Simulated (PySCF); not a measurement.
# SiB3P3H14

SiB3P3H14 is a molecule, neutral, singlet. The structure, one conformer, was relaxed in the gas phase by PBE0-D3(BJ)/def2-SVP. No frequency run checks that it is a minimum.

SMILES: [SiH3][BH-]1[PH2+][BH2-][PH2+][BH2-][PH2+]1

```csv
atom,x (Å),y (Å),z (Å)
P1,-0.339,1.284,1.200
B2,1.110,1.769,0.001
P3,2.223,0.197,-0.246
B4,1.358,-1.476,-0.725
P5,-0.099,-1.761,0.527
B6,-1.356,-0.312,0.792
Si7,-2.409,-0.021,-0.915
H8,0.120,1.245,2.545
H9,-1.234,2.377,1.293
H10,1.752,2.698,0.448
H11,0.587,1.979,-1.079
H12,3.060,0.007,0.884
H13,3.207,0.490,-1.219
H14,0.832,-1.280,-1.806
H15,2.143,-2.402,-0.699
H16,0.402,-2.215,1.776
H17,-0.818,-2.914,0.131
H18,-2.117,-0.575,1.704
H19,-3.414,1.078,-0.725
H20,-3.168,-1.265,-1.276
H21,-1.583,0.347,-2.109
```

Shieldings: GIAO PBE0/pcSseg-1. Shifts are against computed references at the same level: H TMS (σ 31.27 ppm), Si TMS (σ 352.0 ppm). Core levels by delta-SCF with SCAN, pcX-2 on the ionised atom and pcseg-1 elsewhere, spin-free X2C (2p3/2 is the spin-free 2p value less a third of a first-order spin-orbit splitting); from the vacuum level, for chosen atoms.

(1) Give the NMR and core-level values of the distinct atoms.

(2) By CAM-B3LYP/def2-SVPD (TDDFT singlets, Tamm-Dancoff triplets, ionisation by delta-SCF), where does absorption start, and what does vertical ionisation take?

Results:

(1) 
```tsv
atoms	bonded to	σ (ppm)	δ (ppm)	core level (eV)
P1 P5	2 B + 2 H	444.7	-	2p3/2 137.00
B2	2 P + 2 H	148.4	-	1s 194.10
P3	2 B + 2 H	449.7	-	2p3/2 137.01
B4	2 P + 2 H	148.3	-	-
B6	2 P + 1 Si + 1 H	152.1	-	1s 194.00
Si7	1 B + 3 H	436.8	-84.8	2p3/2 105.71
H8 H16	1 P	27.16	4.11	-
H9	1 P	27.15	4.11	-
H10	1 B	29.72	1.55	-
H11	1 B	29.50	1.77	-
H12	1 P	27.59	3.68	-
H13	1 P	27.17	4.10	-
H14	1 B	29.52	1.75	-
H15	1 B	29.72	1.55	-
H17	1 P	27.14	4.12	-
H18	1 B	29.86	1.41	-
H19 H20 H21	1 Si	27.69	3.58	-
```

Values are those of this one static structure, with the three H of a rotating XH3 group averaged; atoms that internal rotation interchanges would show their mean in an NMR spectrum.

(2) The lowest singlet lies at 6.40 eV (f 0.023), the strongest of the first 6 at 7.06 eV (f 0.060), the lowest triplet at 6.15 eV; vertical ionisation takes 9.46 eV.

The 3 runs behind this took 14 min in all, one thread each of Arm Neoverse N1 on a shared host, launched as `OMP_NUM_THREADS=1 python cluster_run.py task.json out`.
